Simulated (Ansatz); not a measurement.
Reaction (ligand exchange at the In–C bond): `[CH3][In]([F])[C]#N` + H₂Te → `[CH3][In]([F])[TeH]` + `C#N`

Calculated with Ansatz (gas phase, PBE0-D4/def2-TZVP geometries, no zero-point term in ΔE). CCSD(T)/CBS adds triple-zeta CCSD(T) − MP2 to the extrapolated MP2 energy (def2 sets, frozen cores). This one scheme is used for every species. def2 core potentials past Kr. For In, Te outer-core shells are correlated without core-valence functions, which leaves a few kJ/mol of doubt a bond.

```tsv
species	CCSD(T)/def2-TZVPP energy (Eh)
`[CH3][In]([F])[C]#N`	-421.79716
H₂Te	-268.63034
`[CH3][In]([F])[TeH]`	-597.18172
`C#N`	-93.27732
```

Q: Work out ΔE.

A: ΔE = (-597.18172) + (-93.27732) − (-421.79716) − (-268.63034) = -0.03154 Eh = -19.8 kcal/mol. CCSD(T)/CBS gives -22.9 kcal/mol.

Largest T1 diagnostic among the species: 0.015.

At CCSD(T), def2-SVP lies +1.4 kcal/mol from the extrapolated value and def2-TZVPP +3.2 kcal/mol. Leaving LDA and LC-ωPBE aside and taking each functional with its dispersion term where it has one, the values, not all of them listed here, spread over 3.0 kcal/mol, from PBE-D4 to ωB97X-V. LDA lies −0.9 kcal/mol from PBE without D4.
